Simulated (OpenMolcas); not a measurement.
Pd4+ (d6) among equal point charges was computed by CASSCF with the d shell active (OpenMolcas, ANO-RCC-VTZP on the metal). Its lowest spin-free states, and all those of the highest spin:

```
2S+1  Degeneracy  E (cm-1)
   5           2       0.0
   5           2     946.5
   5           1      1226
   3           1     20926
   3           2     21074
   3           2     21281
   3           2     21740
   3           2     21938
   3           2     22159
   3           2     23982
   3           1     24136
   3           1     24908
```

Q: Is the site octahedral, tetrahedral or cube-like, axial, or of lower symmetry?

A: The states with 2S+1 = 5 have orbital degeneracies 2, 2, 1. There are pairs but no triples, so the site is axial: not cubic, but with a proper or improper axis of order three or more. The run had Pd4+ among 5 point charges of -1.5 e arranged as a trigonal bipyramid (D3h), 2.32 Å from the ion, with the axial distance 2.622 Å.

Spin-orbit coupling mixes the spin-free states strongly: the lowest level takes only 70 % from its leading state, 5E. An orbital doublet at a regular site is open to a Jahn-Teller distortion, which this geometry leaves out. Without dynamic correlation the repulsion within the d shell is too large (B by tens of per cent), so at a given field states of lower spin stand too high. Point charges give a weaker field than real ligands, and real ions of this kind are as a rule low spin; the high spin found here belongs to the model. The ground term spreads over less than 5000 cm-1, several times less than with real ligands, so orbital moments are less quenched and χT lies further from the spin-only value than at real sites. This is an electrostatic model: the charges have no orbitals. An unlabelled pair can be two single states that coincide in this model. No measured value stands beside these numbers.
